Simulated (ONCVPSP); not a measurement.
boron (B): one change to an ONCV potential, before and after

ONCVPSP 4.0.1 input, shortened (lines: element, Z, core and valence counts, functional; n l f; lmax; l rc ep ncon nbas qcut; lloc lpopt rc5 dvloc0; l nproj debl; icmod fcfact rcfact), PW91, scalar-relativistic:

```
  B 5.00    1    2  -109134      upf
    1    0    2.00
    2    0    2.00
    2    1    1.00
    1
    0    1.20    0.00    5   10    4.40
    1    2.80    0.00    4    8    3.80
    4    5    0.90    3.00
    0    2    2.60
    1    2    0.40
    3    2.75    1.30
```

Change: p: qcut 3.2.

Cutoffs: the cutoffs (Ha) at which the residual kinetic energy of the hardest occupied pseudo-wave falls to 1 and 0.1 mHa per electron; they do not see the model core or the augmentation charge, which bear on the density cutoff. Errors are all-electron minus pseudo energies relative to the spin-unpolarised reference configuration.

Question: Predict the effect on cutoff, ghosts and configuration errors.

Answer: The potential gets neither clearly harder nor softer (12 Ha and 54 Ha → 12 Ha and 54 Ha); of the 4 tests that both files solve, the error grows in 4 and shrinks in 0 by more than 15 % and 0.3 meV (median size 66.4 → 89.0 meV); neither file shows a bound ghost.

| quantity | base | changed |
| --- | --- | --- |
| cutoff, loose | 12 Ha | 12 Ha |
| cutoff, tight | 54 Ha | 54 Ha |
| loose cutoff by channel | s 12 Ha, p 5.8 Ha | s 12 Ha, p 5.7 Ha |
| bound ghosts | none | none |
| GHOST(+) flags under 300 eV | none | none |
| error for 2s2 2p0, meV [ΔE 8.27 eV] | +95 | +128 |
| error for 2s1 2p0, meV [ΔE 33.74 eV] | +307 | +395 |
| error for 2s2 2p0.5, meV [ΔE 2.91 eV] | +14 | +20 |
| error for 2s1 2p1, meV [ΔE 14.41 eV] | -38 | -50 |
| s: phases at 1.22 bohr within 0.05 rad from the reference energy up to (Ha; the scan ends near 5) | to the end of the scan | to the end of the scan |
| p: phases at 2.84 bohr within 0.05 rad from the reference energy up to (Ha; the scan ends near 5) | 3.1 | 2.5 |
| rms error of d²Exc/dni dnj with the model core, mHa | 1.61 | 1.48 |
